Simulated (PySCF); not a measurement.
PySCF input file for trans-1,3,3,3-tetrafluoropropene cation (C3H2F4), SMILES F/C=C/C(F)(F)F (connectivity only; charge and spin as stated), charge +1, multiplicity 2, TDA-PBE/def2-SVPD. Geometry: PBE-D3(BJ)/def2-SVP. The spin state was assumed, not searched.

```python
import numpy as np
from pyscf import gto, scf, dft, tdscf

mol = gto.M(
    atom='''
    F     0.18210730    2.81871417   -0.00000000
    C    -0.31593170    1.64272807    0.00000001
    C     0.55371450    0.52221552   -0.00000001
    C     0.01210063   -0.89810466   -0.00000000
    F     0.47526888   -1.50228055   -1.09773645
    F     0.47526895   -1.50228055    1.09773643
    F    -1.32449393   -0.90849207    0.00000003
    H    -1.42416763    1.58211023    0.00000004
    H     1.65150620    0.66590718   -0.00000005
    ''',
    basis='def2-SVPD',
    charge=1,
    spin=1,
    max_memory=1600,
    verbose=4,
)
mf = dft.UKS(mol, xc='pbe').density_fit(auxbasis='def2-universal-jkfit')
mf.grids.level = 3
mf.conv_tol = 1e-9
mf.max_cycle = 100
mf.kernel()
fine, coarse = mf.grids, dft.Grids(mol).set(level=1).build(with_non0tab=True)
for _ in range(3):  # follow internal instabilities
    mf.grids = coarse
    mo, _, stable, _ = mf.stability(return_status=True, nroots=4)
    mf.grids = fine
    if stable:
        break
    mf.kernel(mf.make_rdm1(mo, mf.mo_occ))
mf.grids = dft.Grids(mol).set(level=1).build(with_non0tab=True)  # coarser grid for the response kernel
td = tdscf.TDA(mf)
td.nstates = 10
td.conv_tol = 1e-4
td.positive_eig_threshold = 1e-6
td.kernel(x0=td.get_init_guess(mf, 15))
td.analyze()
```

Output:

```
PySCF version 2.14.0

[INPUT] verbose = 4
[INPUT] num. atoms = 9
[INPUT] num. electrons = 55
[INPUT] charge = 1
[INPUT] spin (= nelec alpha-beta = 2S) = 1
[INPUT] symmetry False subgroup None
[INPUT] Mole.unit = angstrom
[INPUT] Symbol           X                Y                Z      unit          X                Y                Z       unit  Magmom
[INPUT]  1 F      0.182107300000   2.818714170000   0.000000000000 AA    0.344132922284   5.326597804731   0.000000000000 Bohr   0.0
[INPUT]  2 C     -0.315931700000   1.642728070000   0.000000010000 AA   -0.597024387068   3.104306149435   0.000000018897 Bohr   0.0
[INPUT]  3 C      0.553714500000   0.522215520000  -0.000000010000 AA    1.046368756200   0.986844310797  -0.000000018897 Bohr   0.0
[INPUT]  4 C      0.012100630000  -0.898104660000   0.000000000000 AA    0.022866876635  -1.697171838596   0.000000000000 Bohr   0.0
[INPUT]  5 F      0.475268880000  -1.502280550000  -1.097736450000 AA    0.898128018729  -2.838898801761  -2.074421247452 Bohr   0.0
[INPUT]  6 F      0.475268950000  -1.502280550000   1.097736430000 AA    0.898128151010  -2.838898801761   2.074421209658 Bohr   0.0
[INPUT]  7 F     -1.324493930000  -0.908492070000   0.000000030000 AA   -2.502930781349  -1.716801198639   0.000000056692 Bohr   0.0
[INPUT]  8 H     -1.424167630000   1.582110230000   0.000000040000 AA   -2.691286776171   2.989755033573   0.000000075589 Bohr   0.0
[INPUT]  9 H      1.651506200000   0.665907180000  -0.000000050000 AA    3.120894411021   1.258382194581  -0.000000094486 Bohr   0.0

nuclear repulsion = 317.236414170325
number of shells = 68
number of NR pGTOs = 242
number of NR cGTOs = 168
basis = def2-SVPD
ecp = {}


[settings echo left out]
init E= -514.835241936093
  alpha nocc = 28  HOMO = -0.275456223482787  LUMO = -0.0868311755222071
  beta  nocc = 27  HOMO = -0.373160844042032  LUMO = -0.275456223482786

WARN: HOMO -0.275456223482787 >= LUMO -0.275456223482786

cycle= 1 E= -513.464124399393  delta_E= 1.37  |g|= 0.633  |ddm|= 2.65
  alpha nocc = 28  HOMO = -0.501524230314509  LUMO = -0.41009883254493
  beta  nocc = 27  HOMO = -0.525487942930978  LUMO = -0.500830008312245

WARN: HOMO -0.501524230314509 >= LUMO -0.500830008312245

cycle= 2 E= -512.366197353977  delta_E=  1.1  |g|= 1.74  |ddm|= 2.12
  alpha nocc = 28  HOMO = -0.526307250275329  LUMO = -0.312054009881311
  beta  nocc = 27  HOMO = -0.575988050551233  LUMO = -0.486428301383126
  HOMO = -0.526307250275  LUMO = -0.486428301383  gap/eV = 1.08516
cycle= 3 E= -513.577617472729  delta_E= -1.21  |g|= 0.296  |ddm|= 1.73
  alpha nocc = 28  HOMO = -0.54782040390628  LUMO = -0.326432892077201
  beta  nocc = 27  HOMO = -0.571671223697395  LUMO = -0.506015438280518
  HOMO = -0.547820403906  LUMO = -0.506015438281  gap/eV = 1.13757
cycle= 4 E= -513.615668449386  delta_E= -0.0381  |g|= 0.0848  |ddm|= 0.372
  alpha nocc = 28  HOMO = -0.55116221261961  LUMO = -0.328788027592573
  beta  nocc = 27  HOMO = -0.565274074424571  LUMO = -0.506320893085164
  HOMO = -0.55116221262  LUMO = -0.506320893085  gap/eV = 1.22019
cycle= 5 E= -513.61609822805  delta_E= -0.00043  |g|= 0.0756  |ddm|= 0.122
  alpha nocc = 28  HOMO = -0.551072884469275  LUMO = -0.326914162868361
  beta  nocc = 27  HOMO = -0.565026479170448  LUMO = -0.504990383602227
  HOMO = -0.551072884469  LUMO = -0.504990383602  gap/eV = 1.25397
cycle= 6 E= -513.618097121971  delta_E= -0.002  |g|= 0.0126  |ddm|= 0.0696
  alpha nocc = 28  HOMO = -0.552315294283049  LUMO = -0.327798504471761
  beta  nocc = 27  HOMO = -0.566659850610235  LUMO = -0.505836360051925
  HOMO = -0.552315294283  LUMO = -0.505836360052  gap/eV = 1.26476
cycle= 7 E= -513.618142695282  delta_E= -4.56e-05  |g|= 0.00753  |ddm|= 0.0174
  alpha nocc = 28  HOMO = -0.552224833155117  LUMO = -0.327529094427377
  beta  nocc = 27  HOMO = -0.566535406953063  LUMO = -0.505603051493297
  HOMO = -0.552224833155  LUMO = -0.505603051493  gap/eV = 1.26864
cycle= 8 E= -513.618161786053  delta_E= -1.91e-05  |g|= 0.00214  |ddm|= 0.00779
  alpha nocc = 28  HOMO = -0.551922923463244  LUMO = -0.32717727383818
  beta  nocc = 27  HOMO = -0.566614080386535  LUMO = -0.505232069741414
  HOMO = -0.551922923463  LUMO = -0.505232069741  gap/eV = 1.27052
cycle= 9 E= -513.618163346284  delta_E= -1.56e-06  |g|= 0.00057  |ddm|= 0.00274
  alpha nocc = 28  HOMO = -0.552040246225779  LUMO = -0.327262081255271
  beta  nocc = 27  HOMO = -0.566650731956539  LUMO = -0.505332739443767
  HOMO = -0.552040246226  LUMO = -0.505332739444  gap/eV = 1.27098
cycle= 10 E= -513.618163480959  delta_E= -1.35e-07  |g|= 0.000284  |ddm|= 0.000936
  alpha nocc = 28  HOMO = -0.552043997996755  LUMO = -0.327274259706876
  beta  nocc = 27  HOMO = -0.566632758771684  LUMO = -0.505340988720026
  HOMO = -0.552043997997  LUMO = -0.50534098872  gap/eV = 1.27085
cycle= 11 E= -513.61816352328  delta_E= -4.23e-08  |g|= 8.77e-05  |ddm|= 0.000459
  alpha nocc = 28  HOMO = -0.552036996949747  LUMO = -0.327263348414296
  beta  nocc = 27  HOMO = -0.566619999622873  LUMO = -0.505333098051318
  HOMO = -0.55203699695  LUMO = -0.505333098051  gap/eV = 1.27088
cycle= 12 E= -513.618163526438  delta_E= -3.16e-09  |g|= 5.02e-05  |ddm|= 0.000141
  alpha nocc = 28  HOMO = -0.552038962716332  LUMO = -0.327263472181419
  beta  nocc = 27  HOMO = -0.566630152130078  LUMO = -0.505333589850631
  HOMO = -0.552038962716  LUMO = -0.505333589851  gap/eV = 1.27092
cycle= 13 E= -513.618163527552  delta_E= -1.11e-09  |g|= 8.32e-06  |ddm|= 6.31e-05
  alpha nocc = 28  HOMO = -0.552038613964667  LUMO = -0.327262563509101
  beta  nocc = 27  HOMO = -0.566630921696716  LUMO = -0.505333081320692
  HOMO = -0.552038613965  LUMO = -0.505333081321  gap/eV = 1.27092
cycle= 14 E= -513.618163527596  delta_E= -4.37e-11  |g|= 1.52e-06  |ddm|= 1.9e-05
  alpha nocc = 28  HOMO = -0.55203866537336  LUMO = -0.327262604989378
  beta  nocc = 27  HOMO = -0.566630623406356  LUMO = -0.505333219865021
  HOMO = -0.552038665373  LUMO = -0.505333219865  gap/eV = 1.27092
Extra cycle  E= -513.618163527593  delta_E= 2.27e-12  |g|= 3.05e-06  |ddm|= 5.49e-06
converged SCF energy = -513.618163527593  <S^2> = 0.75233671  2S+1 = 2.0023353
tot grids = 41688
uhf_internal: lowest eigs of H = [0.74227685 0.77140165 0.77941155 0.78533034]
<class 'pyscf.df.df_jk.DFUKS'> wavefunction is stable in the internal stability analysis
tot grids = 41688
Overwritten attributes  positive_eig_threshold  of <class 'pyscf.tdscf.uks.TDA'>


******** <class 'pyscf.tdscf.uks.TDA'> for <class 'pyscf.df.df_jk.DFUKS'> ********
nstates = 10
deg_eia_thresh = 1.000e-03
wfnsym = None
conv_tol = 0.0001
eigh lindep = 1e-12
eigh level_shift = 0
eigh max_cycle = 100


Excitation energies (eV)
[1.70071629 1.78228239 2.32908002 2.78604167 2.99857282 3.22856371
 3.35274794 5.09294408 5.30399932 5.46372483]

** Excitation energies and oscillator strengths **
Excited State   1:      1.70072 eV    729.01 nm  f=0.0006
      27b ->   28b     -0.99883
Excited State   2:      1.78228 eV    695.65 nm  f=0.0019
      25b ->   28b     -0.12933
      26b ->   28b     -0.98522
Excited State   3:      2.32908 eV    532.33 nm  f=0.0010
      25b ->   28b     -0.98918
      26b ->   28b      0.12183
Excited State   4:      2.78604 eV    445.02 nm  f=0.0327
      21b ->   28b     -0.20617
      24b ->   28b     -0.97124
Excited State   5:      2.99857 eV    413.48 nm  f=0.0000
      22b ->   28b     -0.11266
      23b ->   28b     -0.99117
Excited State   6:      3.22856 eV    384.02 nm  f=0.0017
      22b ->   28b      0.98849
      23b ->   28b     -0.10725
Excited State   7:      3.35275 eV    369.80 nm  f=0.0133
      21b ->   28b      0.97464
      24b ->   28b     -0.19689
Excited State   8:      5.09294 eV    243.44 nm  f=0.0019
      20b ->   28b      0.99224
Excited State   9:      5.30400 eV    233.76 nm  f=0.0008
      27a ->   29a      0.98127
      28a ->   29a      0.18260
Excited State  10:      5.46372 eV    226.92 nm  f=0.0026
      26a ->   29a     -0.97183
      26b ->   29b      0.20142

** Transition electric dipole moments (AU) **
state          X           Y           Z        Dip. S.      Osc.
  1         0.1139      0.0230     -0.0000      0.0135      0.0006
  2        -0.0000      0.0000     -0.2094      0.0439      0.0019
  3         0.0000      0.0000      0.1325      0.0176      0.0010
  4         0.0614      0.6893     -0.0000      0.4789      0.0327
  5        -0.0000      0.0000     -0.0031      0.0000      0.0000
  6         0.0000     -0.0000     -0.1459      0.0213      0.0017
  7        -0.1047      0.3887     -0.0000      0.1621      0.0133
  8         0.0000      0.0000      0.1227      0.0151      0.0019
  9         0.0036      0.0763     -0.0000      0.0058      0.0008
 10         0.0000     -0.0000      0.1399      0.0196      0.0026

** Transition velocity dipole moments (imaginary part, AU) **
state          X           Y           Z        Dip. S.      Osc.
  1        -0.0252      0.0032      0.0000      0.0006      0.0069
  2         0.0000     -0.0000      0.0560      0.0031      0.0319
  3        -0.0000     -0.0000     -0.0235      0.0006      0.0043
  4        -0.0096     -0.0366      0.0000      0.0014      0.0093
  5         0.0000     -0.0000      0.0190      0.0004      0.0022
  6        -0.0000      0.0000      0.0289      0.0008      0.0047
  7         0.0250     -0.0204      0.0000      0.0010      0.0056
  8        -0.0000      0.0000     -0.0070      0.0000      0.0002
  9         0.0060      0.0075      0.0000      0.0001      0.0003
 10        -0.0000     -0.0000     -0.0309      0.0010      0.0032

** Transition magnetic dipole moments (imaginary part, AU) **
state          X           Y           Z
  1         0.0000      0.0000      0.2457
  2         0.0641      0.1856     -0.0000
  3        -0.0188      0.0881     -0.0000
  4         0.0000     -0.0000      0.0075
  5        -0.1007     -0.2777      0.0000
  6         0.0424      0.0281      0.0000
  7         0.0000      0.0000     -0.0505
  8        -0.1064      0.4411      0.0000
  9         0.0000     -0.0000      0.0435
 10         0.1138      0.0867     -0.0000
```

The run converged.

Cost: around 4 core-minutes (rough).
